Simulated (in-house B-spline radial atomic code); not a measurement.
Configurations of Kr6+, with energies counted from [Ar] 3d10 4s2. All numbers are computed (scalar-relativistic (X2C) BHandHLYP, spin-polarised, spherical fractional occupations, exact exchange averaged over the configuration; Fermi nucleus of rms radius 4.1884 fm) with an all-electron radial atomic-structure program (B-spline basis), not measured. Shells without spins written out take the highest spin.

Occupations are held fixed; configurations that lie above the ionisation limit could autoionise.

```tsv
configuration	E - E(ref) (eV)	highest orbital	its <r> (bohr)
[Ar] 3d10 4s1 5p1	61.216	5p up	2.904
[Ar] 3d10 4s1 5f1	80.768	5f up	4.171
[Ar] 3d9 4s2 4f1	145.26	4f up	2.263
[Ne] 3s2 3p5 3d10 4s2 4d1	242.36	4d up	1.748
[Ne] 3s2 3p5 3d10 4s2 5p1	261.56	5p up	2.845
[Ne] 3s2 3p5 3d10 4s2 5d1	272.11	5d up	3.35
```

(1) Order these further configurations by energy, lowest first.
A. [Ar] 3d10 4s1 5s1
B. [Ne] 3s2 3p5 3d10 4s2 5f1
C. [Ar] 3d10 4s1 4f1
D. [Ar] 3d9 4s2 4p1
E. [Ne] 3s2 3p5 3d10 4s2 4p1

(2) How far above the reference does [Ne] 3s2 3p5 3d10 4s2 4f1 lie?

## Answers

(1) A (54.378 eV), C (65.075 eV), D (93.492 eV), E (213.78 eV), B (281.82 eV).

(2) 265.58 eV; its least bound orbital is 4f up with <r> = 2.261 bohr.
